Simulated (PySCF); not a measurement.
These 2 structures share the formula C6H8O4. Method used: PBE0-D3(BJ)/def2-SVP geometry optimisation, gas phase in PySCF 2.14.0. One conformer each; no zero-point energy, no entropy. No frequencies were run at this level. Point groups hold within 0.08 Å.

**Question.** Rank from lowest to highest electronic energy at this level (kcal/mol).
A. `[CH3:1][C@@H:2]1[O:3][C:4](=[O:5])[C@@H:6]([CH3:7])[O:8][C:9]1=[O:10]` with C1–C2–O3–C4 -168°, C2–O3–C4–O5 -167°, O3–C4–C6–C7 -98°, C4–C6–O8–C9 -39°
B. `[CH3:1][O:2][C:3](=[O:4])[C:5](=[O:6])[O:7][CH:8]1[CH2:9][CH2:10]1` with C1–O2–C3–O4 0°, O2–C3–C5–O6 -2°, C3–C5–O7–C8 179°, C5–O7–C8–C9 -130°

**Answer.** A (0.0), B (30.6).

As drawn, the higher has a three-membered ring, which the lower lacks.

```csv
SMILES,E (Eh),E rel (kcal/mol),dipole (D),point group,"A, B, C (MHz)"
C[C@@H]1OC(=O)[C@@H](C)OC1=O,-533.39849,0.0,2.46,C1,"2048, 1252, 902.1"
COC(=O)C(=O)OC1CC1,-533.34974,30.6,0.29,C1,"3928, 654.7, 589.5"
```

**Question.** How do the relative energies change in single points at PBE0/pcSseg-1 (no added dispersion term) on the same geometries?

**Answer.** 
```tsv
SMILES	PBE0-D3(BJ)/def2-SVP (kcal/mol)	PBE0/pcSseg-1 (kcal/mol)	shift
C[C@@H]1OC(=O)[C@@H](C)OC1=O	0.0	0.0	0.0
COC(=O)C(=O)OC1CC1	30.6	28.5	-2.1
```

Each column counts from its own lowest isomer. The order is unchanged; the largest shift is 2.1 kcal/mol.
